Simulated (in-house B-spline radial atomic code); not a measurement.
## Ionising Sn8+ with different functionals

Computed with a B-spline radial code for spherical atoms: four-component Dirac-Coulomb Hamiltonian, Fermi nucleus of rms radius 4.6519 fm, spin-restricted, spherical fractional occupations for the functionals. The ionisation energy is the difference of two self-consistent energies, [Kr] 4d6 → [Kr] 4d5, without Breit or QED terms; ε is the level of the shell that loses the electron (mean over j). The electron is taken from both j subshells in proportion to 2j + 1, so the result is a j average, not the step between ground levels.

Hybrids are left out here: with spherical fractional occupations of an open shell their exact exchange keeps a self-interaction that integer-occupation calculations don't have.

| method | rung | ΔSCF (eV) | -ε(4d) (eV) |
| --- | --- | --- | --- |
| LDA VWN5 | LDA | 160.55 | 149.31 |
| relativistic LDA | LDA | 160.55 | 149.32 |
| LDA PW92 | LDA | 160.53 | 149.30 |
| LDA exchange-only | LDA | 158.51 | 147.29 |
| PBE | GGA | 160.39 | 149.16 |
| PBEsol | GGA | 160.34 | 149.10 |
| BLYP | GGA | 160.16 | 148.93 |
| RPBE | GGA | 160.36 | 149.12 |
| PW91 | GGA | 160.50 | 149.26 |
| BP86 | GGA | 160.45 | 149.21 |
| AM05 | GGA | 160.36 | 149.12 |
| OLYP | GGA | 160.99 | 149.72 |

Problem. How do they compare with the NIST value?

Solution. NIST lists 156 eV ± 2.2 (tabulated theory, ground level to ground level). Errors run from +2.51 to +4.99 eV. The correlated functionals all miss on the same side by more than they spread, so the cause is common to them (Breit-QED terms, spin polarisation, the choice among j levels, multiplet and fine-structure energies, or a listed next ion that isn't the cheapest removal here) and closeness doesn't rank the functionals.
